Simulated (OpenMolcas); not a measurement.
Consider [Cu2(μ-Cl)2(Cl)4]2-, a planar model complex in vacuum (2 bridging Cl, bridge angle 84°, metal-metal distance 3.10 Å, Cu–Cl 2.32 Å; typed geometry, not optimised).

```xyz
8

Cu    -1.5517     0.0000     0.0000
Cu     1.5517     0.0000     0.0000
Cl     0.0000     1.7233     0.0000
Cl     0.0000    -1.7233     0.0000
Cl    -3.1993     1.6476     0.0000
Cl    -3.1993    -1.6476     0.0000
Cl     3.1993     1.6476     0.0000
Cl     3.1993    -1.6476     0.0000
```

**Question.** Give the energies of the total-spin states at CASSCF(2,2) on the singly occupied d orbitals (ANO-RCC-VDZP, scalar-relativistic DKH2, RICD, no spin-orbit coupling, OpenMolcas), and the exchange constant.

**Answer.** Local spins 1/2 and 1/2.

```tsv
total S	E (cm⁻¹)	natural occupations, lowest and highest
1	0.0	1.000, 1.000
0	3.2	0.978, 1.022
```

J = 1.6 cm⁻¹ (ferromagnetic).

J is defined by H = −2J S1·S2, so negative values are antiferromagnetic. Wave-function values come from the highest and lowest total spin; broken-symmetry values use Yamaguchi's formula with the computed ⟨S²⟩. The active space holds the singly occupied metal orbitals alone, without bridging-ligand orbitals. No row is a measured value.
